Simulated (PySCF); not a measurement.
**Field gradients at the hydrogen positions**

Species: C4H12OSi.
Z-matrix (Å and degrees, PBE0-D3(BJ)/def2-SVP geometry), rows numbered from 1:
```
C 
C   1  1.5255
C   2  1.5257  1  110.73
C   2  1.5228  1  110.59  3  -122.90
O   2  1.4257  1  110.02  3   121.13
Si  5  1.6611  2  130.35  1   -53.88
H   1  1.1002  2  110.80  3    62.07
H   1  1.1003  2  110.49  3  -177.76
H   1  1.1019  2  111.27  3   -57.61
H   3  1.1001  2  110.26  1   178.28
H   3  1.1011  2  111.23  1    58.30
H   3  1.1004  2  110.82  1   -61.62
H   4  1.1002  2  111.23  1    61.68
H   4  1.0997  2  109.93  1  -177.78
H   4  1.0998  2  110.02  1   -58.91
H   6  1.4968  5  112.36  2    64.86
H   6  1.4885  5  105.85  2  -176.23
H   6  1.4977  5  112.33  2   -57.06
```

Level: PBE0/pcSseg-1 (PySCF, non-relativistic); Q(2H) = 0.00286 b; rigid geometry, the same for H and D, with no vibrational averaging.

Q: Tabulate Vzz, the asymmetry η and χzz = 234.96 MHz × Q × Vzz for every hydrogen position.

A: 
```json
{"atom": "H7", "bonded to": "C1", "bond length (Å)": "1.100", "Vzz (au)": "0.2925", "η": "0.02", "χzz (kHz)": "197"}
{"atom": "H8", "bonded to": "C1", "bond length (Å)": "1.100", "Vzz (au)": "0.2917", "η": "0.02", "χzz (kHz)": "196"}
{"atom": "H9", "bonded to": "C1", "bond length (Å)": "1.102", "Vzz (au)": "0.2889", "η": "0.03", "χzz (kHz)": "194"}
{"atom": "H10", "bonded to": "C3", "bond length (Å)": "1.100", "Vzz (au)": "0.2923", "η": "0.02", "χzz (kHz)": "196"}
{"atom": "H11", "bonded to": "C3", "bond length (Å)": "1.101", "Vzz (au)": "0.2900", "η": "0.03", "χzz (kHz)": "195"}
{"atom": "H12", "bonded to": "C3", "bond length (Å)": "1.100", "Vzz (au)": "0.2923", "η": "0.03", "χzz (kHz)": "196"}
{"atom": "H13", "bonded to": "C4", "bond length (Å)": "1.100", "Vzz (au)": "0.2923", "η": "0.03", "χzz (kHz)": "196"}
{"atom": "H14", "bonded to": "C4", "bond length (Å)": "1.100", "Vzz (au)": "0.2928", "η": "0.03", "χzz (kHz)": "197"}
{"atom": "H15", "bonded to": "C4", "bond length (Å)": "1.100", "Vzz (au)": "0.2928", "η": "0.03", "χzz (kHz)": "197"}
{"atom": "H16", "bonded to": "Si6", "bond length (Å)": "1.497", "Vzz (au)": "0.1359", "η": "0.04", "χzz (kHz)": "91"}
{"atom": "H17", "bonded to": "Si6", "bond length (Å)": "1.489", "Vzz (au)": "0.1415", "η": "0.03", "χzz (kHz)": "95"}
{"atom": "H18", "bonded to": "Si6", "bond length (Å)": "1.498", "Vzz (au)": "0.1355", "η": "0.04", "χzz (kHz)": "91"}
```

Q: Average by the element that carries the hydrogen.

A: on C: 196 kHz over 9 positions, mean bond length 1.100 Å; on Si: 92 kHz over 3 positions, mean bond length 1.494 Å.

Geometry: PBE0-D3(BJ)/def2-SVP; no solvent, vibrations or thermal averaging. These gradients aren't converged with respect to the basis.

The run behind these numbers computed NMR shieldings as well. On one thread, Arm Neoverse N1, on a shared host, this took 35 s.
